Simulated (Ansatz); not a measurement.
Wavefunction ladder for CH$_{4}$Cl$_{3}$NSn, SMILES `C[NH][Sn]([Cl])([Cl])[Cl]`

Cartesian coordinates in Å:
```
C -0.028 -1.247 0.915
N -0.529 -0.613 -0.298
Sn 0.197 1.168 -0.816
Cl 0.057 2.792 0.826
Cl -0.943 1.915 -2.664
Cl 2.431 0.926 -1.294
H -0.344 -0.762 1.846
H 1.064 -1.264 0.895
H -0.364 -2.287 0.938
H -1.540 -0.628 -0.348
```

Charge 0, multiplicity 1. Correlated methods include outer-core shells of Sn, which these sets cover unevenly. Sn: def2 effective core potential. The geometry is a stationary point of PBE0-D4/def2-TZVP. It is one conformer, not always the lowest. Frozen core, restricted reference, Ansatz.

```
     basis      HF (Eh)  MP2 corr.
  def2-SVP  -1686.12221   -0.81090
def2-TZVPP  -1686.72125   -1.26491
def2-QZVPP  -1686.76737   -1.56492
```

(1) Estimate the CCSD correlation energy and the (T) correction in each basis where they were run (hartree).

Answers

(1) 
```csv
basis,CCSD corr.,(T)
def2-SVP,-0.87075,-0.02240
```
